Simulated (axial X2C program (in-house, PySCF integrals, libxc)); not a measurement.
## Spin–orbit effects down a group: molecules with Mn (ions), PBE0

All values come from calculations with an in-house relativistic program for diatomic molecules, spin-free (one-electron X2C) or two-component (2c: spin–orbit coupling with atomic mean-field Coulomb and Gaunt terms, which also bring small scalar terms), in Dyall basis sets with cores contracted in-house; open shells are unrestricted.

Basis sets: H dyall-v3z, Li dyall-cv3z, Mn dyall-cv3z, Na dyall-cv3z.

```
molecule   spin-free state  Re (Å)  ωe (cm⁻¹)  De (eV)  2c state  Re 2c (Å)  ωe 2c (cm⁻¹)  De 2c (eV)
    MnH⁺  M_S = 5/2, Λ = 0   1.609     1781.1     1.95   Ω = 5/2      1.609        1780.9        1.95
   LiMn⁺  M_S = 5/2, Λ = 0   2.879      258.1     1.00   Ω = 5/2      2.880         258.1        1.00
   NaMn⁺  M_S = 5/2, Λ = 0   3.198      135.8     0.71   Ω = 5/2      3.198         135.8        0.71
```

Question: Work out the shifts from the spin-free to the two-component result.

Answer: 

| molecule | 2c state | ΔRe (Å) | Δωe (cm⁻¹) | ΔDe (eV) |
| --- | --- | --- | --- | --- |
| MnH⁺ | Ω = 5/2 | 0.000 | -0.2 | 0.00 |
| LiMn⁺ | Ω = 5/2 | 0.001 | 0.0 | 0.00 |
| NaMn⁺ | Ω = 5/2 | 0.000 | 0.0 | 0.00 |

Shifts of one unit in the last digit are rounding.

Fragments in 2c: Mn+ + H, Mn + Li+, Mn + Na+. Each entry is the lowest single determinant of a limited PBE0 search at one distance. De goes to single-determinant-based atoms at the same level (for ions the charge split of lowest energy) and is withheld (n/a) where an atom does not fit its ground term or J level. Main or longest-lived isotopes. One determinant is a doubtful description, or other states lie close, for MnH⁺, LiMn⁺, NaMn⁺; these need not be ground states, and all values refer to the states named. With several unpaired electrons the Ω given is that of one determinant, not necessarily of the lowest component.
